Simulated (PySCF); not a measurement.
System: C6H13S, net charge 0, doublet state. It need not be the lowest isomer of its formula. SMILES: CCCC[CH]SC
Structure (B3LYP-D3(BJ)/def2-TZVP (Ansatz) minimum search):
```xyz
20

C     -3.9847     0.7195    -0.3229
C     -2.5519     1.0096     0.1144
C     -1.5938    -0.1404    -0.1833
C     -0.1571     0.1437     0.2574
C      0.7647    -0.9921    -0.0349
S      2.4707    -0.9662     0.1713
C      2.9118     0.7670    -0.1270
H     -4.6483     1.5570    -0.1001
H     -4.0364     0.5301    -1.3978
H     -4.3794    -0.1629     0.1864
H     -2.1928     1.9156    -0.3849
H     -2.5328     1.2261     1.1875
H     -1.6032    -0.3572    -1.2560
H     -1.9501    -1.0478     0.3159
H      0.1908     1.0584    -0.2344
H     -0.1552     0.3743     1.3353
H      0.3683    -2.0000    -0.0566
H      3.9966     0.8203    -0.0531
H      2.4728     1.4252     0.6203
H      2.6037     1.0762    -1.1251
```
Charge 0, spin multiplicity 2.

Dispersion corrections to the total energy (kcal/mol) from the dftd3 and dftd4 libraries through PySCF: D3(BJ) without and D4 with the three-body term, each with the damping fitted for the functional named.

```csv
functional,D3(BJ),D4
revPBE,-27.20,-32.66
BHLYP,-13.79,?
PBE0,-9.23,-8.38
HSE06,-6.93,-7.76
TPSSh,-12.29,-12.19
B3LYP,?,-15.68
LC-wPBE,-9.87,?
```

Q: What belongs in the gaps?

A: 
- BHLYP, D4: -11.06
- B3LYP, D3(BJ): -18.04
- LC-wPBE, D4: -10.90
